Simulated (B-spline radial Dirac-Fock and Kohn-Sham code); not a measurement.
Z = 57 (lanthanum), transition energy 31.5 keV. Level of theory: a Dirac-Hartree-Slater potential of the neutral atom with a Latter tail (no hole, which puts coefficients of high multipoles low close above an edge), finite nucleus with surface currents; a radial atomic solver. The K shell is not open to conversion at this energy. Subshells that would emit electrons below 1 keV are left out.

**Question.** A pure transition shows α(L) = 0.751, L1/L2 = 2.41 and L1/L3 = 1.60. What is its multipolarity?
A. E1
B. M4
C. M3
D. E4
E. M1
F. M2
G. E2
H. E3

**Answer.** A. For comparison, α(L), L1/L2, L1/L3 are E2 150, 0.0151, 0.0109; E3 13800, 0.00787, 0.00591; E4 646000, 0.0132, 0.0101; M1 3.73, 11.6, 52.9; M2 268, 11.3, 2.43; M3 20000, 8.80, 0.343; M4 1.04e+06, 6.92, 0.132.

Values without a named source are computed, but for edge energies of neutral atoms, which are taken from tables.
